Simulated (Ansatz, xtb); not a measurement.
C3H7B: 3 structures ranked

3 gas-phase structures of C3H7B, from a drawn sample of its isomers (lower ones may exist). Each was relaxed with GFN2-xTB:

A. `BC(=C)C`, a singlet
B. `B/C=C\C`, a singlet
C. `B/C=C/C`, a singlet

Task: Estimate their order in r2SCAN-D4/def2-SVP energy at these geometries, lowest first.

Result: Calculated order at r2SCAN-D4/def2-SVP: C (0.0), B (8.6), A (9.8) kJ/mol. Less than 1 kcal/mol parts B and A, so the order within that pair means little.

Energies above the lowest of each column, in kJ/mol; the last columns are at B3LYP-D3(BJ)/def2-SVP geometries:

```csv
structure,GFN2-xTB,HF/STO-3G,r2SCAN-D4/def2-SVP,B3LYP-D3(BJ)/def2-SVP,CCSD(T)/def2-SVP + ΔMP2/def2-TZVPP
C,0.0,0.0,0.0,0.0,0.0
B,6.2,8.0,8.6,7.9,8.6
A,5.6,7.2,9.8,14.9,10.2
```

Every level run on C puts it lowest or level with the lowest. Flexible structures stand in one conformer each, not always the lowest. ΔMP2 is the change of the MP2 energy from the smaller to the larger basis.

Programs: Ansatz 0.2.0, xtb 6.7.1.
